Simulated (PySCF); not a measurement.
How methods differ on the ionisation energy of Pd²⁺

Pd²⁺ [Kr] 4d8 (3F) → Pd³⁺ [Kr] 4d7 (4F), as a difference of total energies. Computed with PySCF 2.14 in aug-cc-pVTZ-DK (9s8p6d3f2g, 102 functions), with scalar relativity by spin-free X2C-1e. Correlated levels: valence: [Kr] frozen. The calculations carry no spin-orbit coupling.

| method | ionisation energy (eV) |
| --- | --- |
| UHF | 31.119 |
| MP2 (valence) | 32.764 |
| SCS-MP2 (valence) | 32.777 |
| CCSD (valence) | 32.602 |
| CCSD(T) (valence) | 32.673 |

How much does correlation contribute at CCSD(T) (valence)?

32.673 − (31.119) = 1.554 eV, measured against UHF.

A first-order spin-orbit estimate (lowest level to lowest level, LS coupling) adds -0.026 eV.

Errors of the correlated levels include the incompleteness of this basis and the frozen core.

For comparison: 32.93 eV (semi-empirical (NIST evaluation); NIST Atomic Spectra Database, ionization energies).
